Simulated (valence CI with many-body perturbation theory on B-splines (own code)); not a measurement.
# Re⁶⁹⁺: calculated level list

Level of theory: valence CI with perturbative core correlation (CI+MBPT): four valence electrons over a frozen Dirac-Fock core [He], a basis of 11 s, 11 p, 9 d, 7 f, 5 g, 2 h, 1 i functions for each j, with the one-electron correlation potential Σ1 (screened to all orders), the two-electron term Σ2, the three-electron term Σ3, Breit, model QED; selected single and double excitations, second order for the rest (own B-spline code, finite nucleus).

The last digits are not significant, and no measured levels were compared; by estimate large intervals hold to a few tenths of a per cent, small ones and those within an open d or f shell to about a per cent. Among the levels kept, up to 280 cm⁻¹ of a level comes from second order outside the variational space, and about a tenth of that is noise between levels of different J, which matters for small intervals.

Levels 46 to 90 of 114, with energies above the lowest level, (2s^2 2p1/2^2) J=0. "Leading %" is the weight of the configuration and term that name the level; weights of strongly mixed levels are sums over their largest components and can fall short. In the jj column 3d3/2^4 stands for four electrons in 3d with j = 3/2. Lifetimes count E1, E2, E3, M1 and M2 decay at the calculated energies, and are blank where another channel may lead or the interval is too uncertain; long ones can be off by a factor of two.

```csv
No.,Configuration,Term,J,E (eV),Leading %,Leading jj,Lifetime
46,2s.2p2.3s,3P,1,12524,65,2s 2p1/2 2p3/2 3s (98 %),3.01 fs
47,2s.2p2.3s,3D,3,12534,63,2s 2p1/2 2p3/2 3s (100 %),5.48 fs
48,2s.2p2.3s,3P,2,12561,38,2s 2p1/2 2p3/2 3s (99 %),3.10 fs
49,2s.2p2.3p,5P°,1,12589,39,2s 2p1/2 2p3/2 3p1/2 (100 %),5.19 fs
50,2s.2p2.3p,5D°,2,12600,46,2s 2p1/2 2p3/2 3p1/2 (100 %),2.73 fs
51,2s.2p2.3s,3P,0,12617,99,2s 2p1/2 2p3/2 3s (99 %),2.72 fs
52,2s.2p2.3s,1P,1,12619,45,2s 2p1/2 2p3/2 3s (99 %),2.80 fs
53,2s.2p2.3s,3P,1,12625,73,2s 2p1/2 2p3/2 3s (99 %),6.38 fs
54,2s.2p2.3s,1D,2,12628,39,2s 2p1/2 2p3/2 3s (99 %),5.48 fs
55,2s.2p2.3p,3D°,3,12631,33,2s 2p1/2 2p3/2 3p1/2 (100 %),1.90 fs
56,2s.2p2.3p,3P°,2,12672,43,2s 2p1/2 2p3/2 3p1/2 (99 %),2.98 fs
57,2s.2p2.3p,3P°,0,12704,49,2s 2p1/2 2p3/2 3p1/2 (99 %),1.85 fs
58,2s.2p2.3p,3D°,1,12705,59,2s 2p1/2 2p3/2 3p1/2 (99 %),2.02 fs
59,2s.2p2.3p,3F°,2,12708,45,2s 2p1/2 2p3/2 3p1/2 (100 %),2.99 fs
60,2s.2p2.3p,1P°,1,12758,29,2s 2p1/2 2p3/2 3p1/2 (99 %),2.86 fs
61,2s2.2p.3p,3D,3,12836,98,2s^2 2p3/2 3p3/2 (98 %),88.4 fs
62,2s2.2p.3p,1P,1,12836,54,2s^2 2p3/2 3p3/2 (98 %),68.2 fs
63,2s2.2p.3p,3P,2,12868,64,2s^2 2p3/2 3p3/2 (98 %),77.3 fs
64,2s2.2p.3p,1S,0,12896,66,2s^2 2p3/2 3p3/2 (98 %),64.3 fs
65,2p3.3s,3P°,2,12915,47,2p1/2^2 2p3/2 3s (97 %),6.81 fs
66,2p3.3s,1P°,1,12925,31,2p1/2^2 2p3/2 3s (96 %),3.24 fs
67,2s2.2p.3d,3D°,2,12928,50,2s^2 2p3/2 3d3/2 (98 %),591 as
68,2s2.2p.3d,3F°,3,12937,53,2s^2 2p3/2 3d3/2 (98 %),638 as
69,2s2.2p.3d,3P°,1,12941,55,2s^2 2p3/2 3d3/2 (98 %),500 as
70,2s2.2p.3d,3P°,0,12945,98,2s^2 2p3/2 3d3/2 (98 %),644 as
71,2p3.3p,3P,1,13007,32,2p1/2^2 2p3/2 3p1/2 (97 %),1.01 fs
72,2p3.3p,3D,2,13008,25,2p1/2^2 2p3/2 3p1/2 (98 %),1.02 fs
73,2s2.2p.3d,3F°,4,13031,94,2s^2 2p3/2 3d5/2 (94 %),2.42 ps
74,2s.2p2.3p,5D°,3,13038,50,2s 2p1/2 2p3/2 3p3/2 (98 %),12.5 fs
75,2s2.2p.3d,3P°,2,13045,42,2s^2 2p3/2 3d5/2 (92 %),868 as
76,2s.2p2.3p,3P°,1,13049,27,2s 2p1/2 2p3/2 3p3/2 (98 %),2.66 fs
77,2s2.2p.3d,3D°,3,13063,62,2s^2 2p3/2 3d5/2 (94 %),379 as
78,2s.2p2.3p,3D°,2,13066,44,2s 2p1/2 2p3/2 3p3/2 (94 %),2.50 fs
79,2s2.2p.3d,1P°,1,13077,60,2s^2 2p3/2 3d5/2 (97 %),558 as
80,2s.2p2.3p,3P°,0,13080,79,2s 2p1/2 2p3/2 3p3/2 (100 %),1.75 fs
81,2s.2p2.3p,3F°,4,13080,60,2s 2p1/2 2p3/2 3p3/2 (95 %),227 fs
82,2s.2p2.3p,3P°,2,13094,51,2s 2p1/2 2p3/2 3p3/2 (98 %),3.11 fs
83,2s.2p2.3p,3D°,3,13107,53,2s 2p1/2 2p3/2 3p3/2 (98 %),2.69 fs
84,2s.2p2.3p,1P°,1,13110,41,2s 2p1/2 2p3/2 3p3/2 (97 %),1.70 fs
85,2s.2p2.3d,5F,2,13123,44,2s 2p1/2 2p3/2 3d3/2 (100 %),1.94 fs
86,2s.2p2.3d,5D,1,13126,48,2s 2p1/2 2p3/2 3d3/2 (100 %),2.36 fs
87,2s.2p2.3d,5D,0,13128,82,2s 2p1/2 2p3/2 3d3/2 (100 %),7.79 fs
88,2s.2p2.3d,5F,3,13133,48,2s 2p1/2 2p3/2 3d3/2 (98 %),1.99 fs
89,2s.2p2.3p,3D°,2,13162,38,2s 2p1/2 2p3/2 3p3/2 (99 %),3.02 fs
90,2s.2p2.3p,3D°,3,13164,47,2s 2p1/2 2p3/2 3p3/2 (99 %),3.92 fs
```
